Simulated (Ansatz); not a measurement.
Reactions of `[OH][In]([OH])[SH]`.

Gas-phase electronic energies from Ansatz, PBE0-D4/def2-TZVP geometries. CBS: MP2 limit from def2 TZ/QZ plus the TZ coupled-cluster correction, frozen cores. This one scheme is used for every species, atoms too. DFT in def2-TZVPP. No spin–orbit coupling; open shells (•) take unrestricted orbitals. Spin–orbit coupling would lower the free atoms: a little for O, S; strongly for In. Elements past krypton have def2 core potentials. Bonds to In are less sure, by a few kJ/mol each and by 10 to 20 or more in all where they break to atoms, as the def2 sets lack core-valence functions. Each species was taken in one conformer, which may not be the lowest.

```csv
reaction,ωB97X-V (kJ/mol),CCSD(T)/CBS(def2) (kJ/mol)
`[OH][In]([OH])[SH]` → 3 H• + In• + 2 O• + S•,2172,2192
`[OH][In]([OH])[SH]` + silanol → `[OH][In]([SH])[O][SiH3]` + H₂O,-18,-25
`[OH][In]([OH])[SH]` + HCl → `[OH][In]([OH])[Cl]` + H₂S,-25,-21
`[OH][In]([OH])[SH]` → `[OH][In][SH]`• + `[OH]`•,368,379
`[OH][In]([OH])[SH]` + HCl → `[OH][In]([SH])[Cl]` + H₂O,-90,-91
```

Largest T1 diagnostic: 0.020, for `[OH][In][SH]`•.
